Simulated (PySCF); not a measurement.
GaHF2, SMILES [F][GaH][F].

Geometry: ωB97X-D3(BJ)/def2-TZVP.

These are ωB97X-D3(BJ)/def2-TZVP (PySCF) values and carry that method's errors.

Frequencies are harmonic and unscaled.

Computed normal modes with their intensities:
| mode | ν (cm⁻¹) | IR (km/mol) | Raman (Å⁴/amu) | depolarisation | moving atoms (share of kinetic energy) |
|---|---|---|---|---|---|
| 1 | 208 | 31.3 | 0.7 | 0.72 | F 80 %, Ga 20 % |
| 2 | 482 | 88.0 | 3.9 | 0.75 | H 86 %, Ga 8 % |
| 3 | 580 | 117.4 | 7.2 | 0.75 | H 91 % |
| 4 | 693 | 53.8 | 5.4 | 0.08 | F 85 %, Ga 15 % |
| 5 | 716 | 77.6 | 4.0 | 0.75 | F 72 %, Ga 23 % |
| 6 | 2129 | 51.7 | 143.0 | 0.13 | H 99 % |
